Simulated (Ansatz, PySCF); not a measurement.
Process, species as SMILES: CCN [ethanamine] → [CH2]C + [NH2] (NH2) (the C-N bond at the site shown breaks; other sites are not compared here)
Structures are relaxed separately at B3LYP-D3(BJ)/def2-TZVP in Ansatz (a quantum-chemistry and plane-wave program), one conformer each, not searched for the lowest.

Quantity: bond dissociation energy (enthalpy at 298 K, with B3LYP-D3(BJ) rigid-rotor harmonic-oscillator terms from PySCF), in kcal/mol. Valence correlation only, unless marked. UHF or UKS for open shells. Spin-orbit coupling is left out. No relativistic terms. Basis-set limits of correlation are two-point, X^-3; Hartree-Fock from the larger set. [CCSD(T)-MP2]/basis is that difference in the basis named.

| level | program | bond dissociation energy (kcal/mol) | minus last row |
|---|---|---|---|
| HF/cc-pVTZ | Ansatz | 49.7 | -35.6 |
| HF-D3(BJ)/def2-TZVPD | PySCF + dftd3 | 57.1 | -28.2 |
| BLYP-D4/def2-TZVPD | Ansatz + dftd4 | 79.5 | -5.8 |
| revPBE/def2-TZVPD | Ansatz | 76.9 | -8.4 |
| B3LYP-D3(BJ)/def2-TZVPD | Ansatz + dftd3 | 80.1 | -5.2 |
| PBE0-D4/def2-TZVPD | Ansatz + dftd4 | 82.7 | -2.6 |
| HSE06/def2-TZVPD | Ansatz | 81.9 | -3.4 |
| B2PLYP-D4/def2-TZVPD | Ansatz + dftd4 | 82.1 | -3.2 |
| MP2/STO-3G | Ansatz | 83.8 | -1.5 |
| MP2/6-31G* | Ansatz | 86.6 | 1.3 |
| MP2/cc-pVDZ | Ansatz | 86.3 | 1.0 |
| MP2/cc-pVTZ | Ansatz | 89.4 | 4.1 |
| MP2/cc-pwCVTZ | Ansatz | 89.5 | 4.2 |
| RI-MP2/CBS(aug-cc-pVTZ,aug-cc-pVQZ) | Ansatz | 92.0 | 6.7 |
| RI-MP2/CBS(aug-cc-pVTZ,aug-cc-pVQZ)+[CCSD(T)-MP2]/aug-cc-pVTZ | Ansatz | 85.3 | 0.0 |
